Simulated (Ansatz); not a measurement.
# Exact exchange and the HOMO–LUMO gap of C2H8OSi

C2H8OSi has 12 atoms, charge 0, and is taken as a singlet. SMILES: `CC[SiH2]O`. Geometry: relaxed at PBE0-D4/def2-TZVP. This is one conformer, not always the lowest.

The HOMO–LUMO gap y, in eV, basis cc-pVDZ; a is the functional's share of exact exchange. Programs: Ansatz 0.2.0.

| functional | program | a | y (eV) |
| --- | --- | --- | --- |
| BLYP | Ansatz | 0 | 6.39 |
| revPBE | Ansatz | 0 | 6.53 |
| B3LYP | Ansatz | 0.2 | 8.30 |
| PBE0 | Ansatz | 0.25 | 8.83 |
| r2SCAN0 | Ansatz | 0.25 | ? |
| BHLYP | Ansatz | 0.5 | 11.02 |

**Question.** Fit y = c + s·a to the known rows and predict r2SCAN0.

**Answer.** 
1. Means of the 5 rows: a = 0.1900, y = 8.214.
2. Σ(Δa)² = 0.172, Σ(Δa·Δy) = 1.5742, so the slope is 1.5742/0.172 = 9.1523.
3. Intercept: 8.214 − (9.1523) × 0.1900 = 6.475. The largest residual of the fit is 0.085.
4. r2SCAN0: 6.475 + (9.1523) × 0.25 = 8.76 eV.

The run gave 9.38 eV, so the prediction is off by -0.62 eV, more than the scatter of the fit. Exact exchange lowers occupied levels and raises empty ones. The rows mix families of semi-local functionals, which the line can't see.
